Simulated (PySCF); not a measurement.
CH$_{6}$SeSi, singlet, at a GFN2-xTB geometry. Base run: PBE/6-31G, polarisability run with PySCF.

Here is a job for PySCF.
```python
from pyscf import gto, scf, dft
from pyscf.prop import polarizability

mol = gto.M(
    atom='''
Si   -0.966863    0.736661    0.349138
C    -2.267131   -0.642804    0.373701
Se    1.054549   -0.157923   -0.285683
H    -1.228497    1.746522   -0.670433
H    -0.792974    1.329222    1.674949
H    -2.025222   -1.401960    1.113221
H    -3.246160   -0.243037    0.616497
H    -2.336314   -1.133144   -0.593753
H     0.913377   -1.384668    0.442587
''',
    basis='6-31g',
    charge=0,
    spin=0,
    verbose=3,
)

mf = dft.RKS(mol)
mf.xc = 'pbe'
mf.kernel()
alpha = mf.Polarizability().polarizability()[2, 2]
print('alpha_zz =', alpha)
```

Each row names what was changed in the base input (with any setting that the change needs).

| change | alpha_zz (bohr³) | basis functions | core-seconds (rough) |
|---|---|---|---|
| base | 44.93 | 61 | 20 |
| finite field (a.u.) = 0.05; conv_tol = 1e-11 | 45.09 | 61 | 30 |
| finite field (a.u.) = 2e-4; conv_tol = 1e-11 | 44.93 | 61 | 20 |
| functional = hf | … | 61 | 3 |
| functional = camb3lyp | 43.90 | 61 | 60 |
| functional = pbe0 | 44.42 | 61 | 20 |
| finite field (a.u.) = 0.005; conv_tol = 1e-11 | 44.93 | 61 | 20 |
| basis = 6-31G* | … | … | 20 |
| finite field (a.u.) = 0.001; conv_tol = 1e-6 | 44.93 | 61 | 10 |
| basis = def2-SVPD | 63.55 | 133 | 40 |
| basis = cc-pVDZ | 48.25 | 89 | 30 |
| basis = aug-cc-pVDZ | 63.72 | 140 | 50 |

What belongs in the gaps?


- functional = hf, alpha_zz (bohr³): 43.52
- basis = 6-31G*, alpha_zz (bohr³): 46.71
- basis = 6-31G*, basis functions: 76

Finite-field rows take the second difference of the energy in a field along z; a small field with loose convergence shows SCF noise divided by the square of the field, and a large one adds hyperpolarisability.
